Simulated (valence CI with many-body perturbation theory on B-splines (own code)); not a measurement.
Ag15+: one-electron terms

Method: relativistic CI+MBPT: four valence electrons over a frozen Dirac-Fock core [Ar] 3d10, a basis of 11 s, 11 p, 10 d, 8 f, 5 g, 2 h functions for each j, with the one-electron correlation potential Σ1 (screened to all orders), the two-electron term Σ2, the three-electron term Σ3, Breit, model QED; selected single and double excitations, second order for the rest, scaled by the run's own slope (own B-spline code, finite nucleus).

No measured spectrum was set against this ion. As an estimate, levels hold to about 250 cm⁻¹ or 0.2 % of their energy and the worst to 1 %, as in measured heavy ions of charge 2 to 7; those with d or f electrons hold less well. Among the levels kept, up to 490 cm⁻¹ of a level comes from second order outside the variational space, and about a tenth of that is noise between levels of different J, which matters for small intervals.

These are the spectroscopic orbitals of the CI (the correlating ones are not listed), shaped by the core and the other valence electrons. h is the expectation value of the core's Dirac-Fock operator, without the valence repulsion; Σ1 is computed up to l = 3 at one energy for each symmetry, that of its lowest orbital but kept below the first core excitation, so for empty shells it is not the orbital's own correlation shift; Breit and QED include the response of the core.

| Orbital | h (hartree) | Σ1 (cm⁻¹) | Breit (cm⁻¹) | QED (cm⁻¹) | ⟨r⟩ (bohr) |
| --- | --- | --- | --- | --- | --- |
| 4s1/2 | -18.344 | -11215 | 1535 | 1185 | 0.8179 |
| 5s1/2 | -10.413 | -3536 | 613 | 475 | 1.466 |
| 6s1/2 | -6.718 | -1598 | 299 | 234 | 2.309 |
| 7s1/2 | -4.697 | -876 | 171 | 134 | 3.335 |
| 8s1/2 | -3.4691 | -536 | 107 | 83.7 | 4.547 |
| 9s1/2 | -2.667 | -352 | 71.3 | 55.9 | 5.947 |
| 4p1/2 | -16.906 | -10795 | 2349 | -62.0 | 0.8424 |
| 5p1/2 | -9.7524 | -3481 | 941 | -24.5 | 1.528 |
| 6p1/2 | -6.368 | -1639 | 480 | -12.4 | 2.399 |
| 7p1/2 | -4.489 | -917 | 279 | -7.2 | 3.454 |
| 8p1/2 | -3.3356 | -568 | 177 | -4.5 | 4.696 |
| 9p1/2 | -2.5763 | -378 | 119 | -3.1 | 6.126 |
| 4p3/2 | -16.608 | -10131 | 1464 | 50.9 | 0.8592 |
| 5p3/2 | -9.6223 | -3331 | 589 | 20.6 | 1.550 |
| 6p3/2 | -6.2994 | -1581 | 313 | 10.6 | 2.426 |
| 7p3/2 | -4.4485 | -889 | 182 | 6.2 | 3.486 |
| 8p3/2 | -3.3096 | -552 | 116 | 3.9 | 4.734 |
| 9p3/2 | -2.5586 | -368 | 77.9 | 2.7 | 6.169 |
| 4d3/2 | -14.252 | -9455 | 741 | -65.9 | 0.9070 |
| 5d3/2 | -8.5513 | -3347 | 321 | -27.6 | 1.661 |
| 6d3/2 | -5.726 | -1678 | 174 | -14.7 | 2.590 |
| 7d3/2 | -4.1051 | -973 | 105 | -8.8 | 3.706 |
| 8d3/2 | -3.0877 | -617 | 67.8 | -5.7 | 5.008 |
| 4d5/2 | -14.196 | -9280 | 384 | -35.0 | 0.9116 |
| 5d5/2 | -8.5257 | -3294 | 163 | -14.6 | 1.667 |
| 6d5/2 | -5.712 | -1653 | 88.0 | -7.7 | 2.597 |
| 7d5/2 | -4.0967 | -958 | 52.7 | -4.6 | 3.714 |
| 8d5/2 | -3.0822 | -608 | 34.0 | -3.0 | 5.018 |
| 4f5/2 | -11.742 | -7889 | 107 | -17.5 | 0.9532 |
| 5f5/2 | -7.454 | -2898 | 57.9 | -9.9 | 1.772 |
| 6f5/2 | -5.1388 | -1460 | 33.4 | -5.9 | 2.765 |
| 7f5/2 | -3.7524 | -851 | 20.8 | -3.7 | 3.945 |
| 4f7/2 | -11.738 | -7800 | -20.2 | -12.1 | 0.9540 |
| 5f7/2 | -7.4508 | -2858 | -11.1 | -7.0 | 1.773 |
| 6f7/2 | -5.1367 | -1439 | -6.5 | -4.2 | 2.767 |
| 7f7/2 | -3.751 | -839 | -4.1 | -2.6 | 3.946 |
| 5g7/2 | -7.099 |  | 0.2 | -0.9 | 1.678 |
| 6g7/2 | -4.9317 |  | 0.3 | -0.6 | 2.696 |
| 7g7/2 | -3.6215 |  | 0.2 | -0.4 | 3.904 |
| 5g9/2 | -7.0978 |  | -2.8 | 0.2 | 1.678 |
| 6g9/2 | -4.931 |  | -2.6 | 0.0 | 2.696 |
| 7g9/2 | -3.6211 |  | -2.0 | 0.0 | 3.904 |
| 6h9/2 | -4.8945 |  |  |  | 2.430 |
| 6h11/2 | -4.894 |  |  |  | 2.431 |

Among the shells of the start configuration 4s2 4p2, Σ1 is largest in size for 4s1/2, where it is 0.28 % of h.

Lowest root of each symmetry, sizes in configuration state functions:

```tsv
J	Parity	Roots	Reference	Variational	Second order	Change by selected CI (cm⁻¹)	Change by second order (cm⁻¹)
0	even	13	68	30770	221744	-3913	-1
1	even	21	157	31985	726926	-3376	-66
2	even	29	212	31975	1097166	-3758	-98
3	even	19	184	32157	1018172	-2625	-85
4	even	13	138	31971	1002398	-2387	-62
5	even	4	75	31923	656017	-2707	-41
0	odd	10	34	29141	153315	-6489	-3
1	odd	24	93	31972	633284	-5239	-50
2	odd	29	116	31983	719573	-2857	-67
3	odd	23	100	31871	832048	-4454	-151
4	odd	15	64	31945	766772	-6019	-176
5	odd	6	29	31948	653166	-10016	-131
6	odd	3	8	32246	402025	-7421	-35
```
